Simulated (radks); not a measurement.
Values are calculated unless marked as measured or tabulated.
Problem. Ionisation of Be, [He] 2s2, to Be+, [He] 2s1, under several functionals. Non-relativistic Kohn-Sham, spin-polarised, spherical densities, point nucleus; open shells are filled with parallel spins first; a radial shooting solver on a logarithmic mesh with Libxc functionals. The NIST Atomic Spectra Database gives 9.323 eV (measured). Rank these functionals by the error of their Delta-SCF ionisation energy: LDA (Slater exchange, Perdew-Zunger correlation); HCTH/407; Wu-Cohen GGA; MS2 meta-GGA; LDA (Slater exchange, Perdew-Wang correlation); OLYP; PW91; exchange-only LDA; BP86.

Solution. From best to worst: HCTH/407 9.394 eV (+0.071); BP86 9.111 eV (-0.212); PW91 9.049 eV (-0.274); LDA (Slater exchange, Perdew-Zunger correlation) 9.043 eV (-0.280); MS2 meta-GGA 9.036 eV (-0.286); LDA (Slater exchange, Perdew-Wang correlation) 9.029 eV (-0.294); OLYP 9.015 eV (-0.308); Wu-Cohen GGA 8.873 eV (-0.450); exchange-only LDA 7.639 eV (-1.683).
